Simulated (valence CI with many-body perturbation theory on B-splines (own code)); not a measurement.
Ag XVI: electric-dipole lines

Method: relativistic CI+MBPT: four valence electrons over a frozen Dirac-Fock core [Ar] 3d10, a basis of 11 s, 11 p, 9 d, 7 f, 5 g, 2 h, 1 i functions for each j, with the one-electron correlation potential Σ1, the two-electron term Σ2, the three-electron term Σ3, Breit, model QED; selected CI, second order for the rest (own B-spline code, finite nucleus).

No measured spectrum was set against this ion. As an estimate, levels hold to about 250 cm⁻¹ or 0.2 % of their energy and the worst to 1 %, as in measured heavy ions of charge 2 to 7; those with d or f electrons hold less well.

Lines 101 to 150 of 223 in falling wavelength, among levels below 125.16 eV, chosen from the strongest by gf and those to the six lowest levels. Wavelengths and rates use the calculated energies, so an error of 1000 cm⁻¹ moves a line at 206.7 Å by 0.21 % and its rate by three times that or more. Electric multipoles are in the length gauge, E1 and E2 with the static RPA response of the core. Weak lines are less certain than strong ones. Lines between different terms over intervals too small for the method are left out, as are lines whose strength nearly cancels. The highest levels of a list are the least certain.

Names give the largest LS component (configuration and term), which can be under half, so a name can repeat, a term be missing and a line seem to break the LS rules; names also repeat where a configuration has a term twice. Letters in brackets count levels of one name in rising energy.

```tsv
λ vac (Å)	Upper	Lower	A (s⁻¹)	S (a.u.) with core polarisation	S without
206.7	4s 4p3 3S°_1	4s2 4p2 3P_0	1.13e+10	1.48e-01	1.62e-01
206.6	4s2 4p 4d 3P°_2	4s2 4p2 1D_2	5.80e+09	1.26e-01	1.38e-01
205.2	4p4 1D_2	4s 4p3 5S°_2	6.88e+07	1.47e-03	1.62e-03
204.5	4s 4p3 1P°_1	4s2 4p2 3P_2	8.66e+07	1.10e-03	1.18e-03
204.2	4s 4p2 4d 3D_1 [c]	4s 4p3 1D°_2	6.93e+09	8.74e-02	9.54e-02
203.1	4s2 4p 4d 3F°_2	4s2 4p2 3P_2	8.22e+09	1.70e-01	1.85e-01
202.3	4s 4p2 4d 3F_3 [b]	4s 4p3 1D°_2	3.24e+09	9.27e-02	1.00e-01
202.2	4s2 4p 4d 3D°_1	4s2 4p2 1D_2	1.80e+09	2.20e-02	2.40e-02
201.9	4s 4p2 4d 3P_1 [a]	4s 4p3 3P°_0	6.52e+09	7.94e-02	8.62e-02
200.5	4s 4p2 4d 5F_1	4s 4p3 5S°_2	2.39e+08	2.85e-03	3.08e-03
199.6	4s2 4p 4d 3P°_1	4s2 4p2 1S_0	7.60e+07	8.95e-04	9.78e-04
199.1	4s 4p2 4d 3F_2 [a]	4s 4p3 3D°_1	5.98e+09	1.16e-01	1.26e-01
198.8	4s 4p3 1P°_1	4s2 4p2 3P_1	1.53e+10	1.78e-01	1.94e-01
198.7	4s 4p2 4d 3P_2 [a]	4s 4p3 3D°_3	1.96e+10	3.80e-01	4.14e-01
197.9	4s 4p2 4d 5F_2	4s 4p3 5S°_2	2.47e+09	4.73e-02	5.11e-02
197.5	4s2 4p 4d 3F°_2	4s2 4p2 3P_1	1.53e+09	2.90e-02	3.14e-02
196.5	4s 4p2 4d 5P_3	4s 4p3 3D°_3	7.74e+09	2.03e-01	2.20e-01
195.1	4s 4p2 4d 3F_3 [a]	4s 4p3 3D°_2	4.24e+09	1.09e-01	1.17e-01
194.2	4s 4p2 4d 3P_0 [a]	4s 4p3 3P°_1	4.44e+10	1.60e-01	1.75e-01
194.1	4s2 4p 4d 3F°_3	4s2 4p2 3P_2	1.18e+10	2.97e-01	3.21e-01
193.1	4s 4p2 4d 5F_3	4s 4p3 5S°_2	5.23e+09	1.30e-01	1.40e-01
192.6	4s 4p2 4d 3P_1 [c]	4s 4p3 3S°_1	8.20e+09	8.67e-02	9.39e-02
192.2	4s 4p2 4d 3P_2 [a]	4s 4p3 3D°_2	3.56e+10	6.24e-01	6.78e-01
191.6	4s 4p2 4d 3P_2 [b]	4s 4p3 3S°_1	1.92e+10	3.32e-01	3.60e-01
191.4	4s 4p2 4d 3D_3 [b]	4s 4p3 3P°_2	1.76e+10	4.27e-01	4.63e-01
191.0	4s 4p2 4d 3F_4 [a]	4s 4p3 3D°_3	3.30e+09	1.02e-01	1.10e-01
190.5	4s2 4p 4d 1D°_2	4s2 4p2 1D_2	2.55e+10	4.36e-01	4.74e-01
189.6	4s 4p2 4d 3P_2 [a]	4s 4p3 3D°_1	1.11e+10	1.86e-01	2.02e-01
189.2	4s 4p2 4d 3D_1 [b]	4s 4p3 3P°_2	1.84e+10	1.85e-01	2.01e-01
187.9	4s 4p2 4d 3D_2 [a]	4s 4p3 3P°_2	6.97e+09	1.14e-01	1.24e-01
185.7	4s2 4p 4d 3P°_1	4s2 4p2 1D_2	2.28e+10	2.16e-01	2.35e-01
185.5	4s2 4p 4d 3P°_2	4s2 4p2 3P_2	4.31e+10	6.78e-01	7.36e-01
185.2	4s2 4p 4d 3D°_3	4s2 4p2 1D_2	2.28e+10	5.02e-01	5.44e-01
185.0	4s 4p2 4d 5D_1	4s 4p3 5S°_2	2.00e+09	1.87e-02	2.02e-02
184.5	4s 4p2 4d 3F_2 [b]	4s 4p3 3D°_3	1.03e+10	1.59e-01	1.73e-01
184.4	4s 4p2 4d 5D_2	4s 4p3 5S°_2	7.25e+09	1.12e-01	1.22e-01
183.8	4s 4p2 4d 3G_4	4s 4p3 3D°_3	3.82e+09	1.05e-01	1.13e-01
183.4	4s2 4p 4d 3D°_2	4s2 4p2 1D_2	7.90e+10	1.20e+00	1.30e+00
183.3	4s 4p2 4d 5D_3	4s 4p3 5S°_2	1.04e+10	2.22e-01	2.40e-01
183.0	4s 4p3 1P°_1	4s2 4p2 3P_0	1.92e+09	1.75e-02	1.90e-02
182.4	4s 4p2 4d 3D_2 [b]	4s 4p3 3P°_1	6.28e+10	9.40e-01	1.02e+00
182.3	4s 4p2 4d 3P_0 [b]	4s 4p3 3P°_1	6.77e+10	2.02e-01	2.19e-01
182.2	4s 4p2 4d 3D_1 [c]	4s 4p3 3P°_0	4.23e+10	3.79e-01	4.11e-01
182.1	4s 4p2 4d 3F_2 [c]	4s 4p3 3P°_2	9.68e+09	1.44e-01	1.56e-01
181.9	4s2 4p 4d 3D°_1	4s2 4p2 3P_2	3.09e+09	2.75e-02	2.98e-02
181.3	4s 4p2 4d 3P_1 [a]	4s 4p3 3D°_1	4.94e+10	4.36e-01	4.74e-01
181.2	4s 4p2 4d 3F_3 [c]	4s 4p3 3P°_2	1.91e+10	3.91e-01	4.24e-01
180.8	4s2 4p 4d 3P°_2	4s2 4p2 3P_1	6.27e+10	9.14e-01	9.89e-01
180.2	4s 4p2 4d 3D_2 [c]	4s 4p3 3P°_2	3.03e+10	4.38e-01	4.74e-01
180.2	4s 4p2 4d 3P_1 [b]	4s 4p3 3P°_1	6.30e+10	5.45e-01	5.90e-01
```
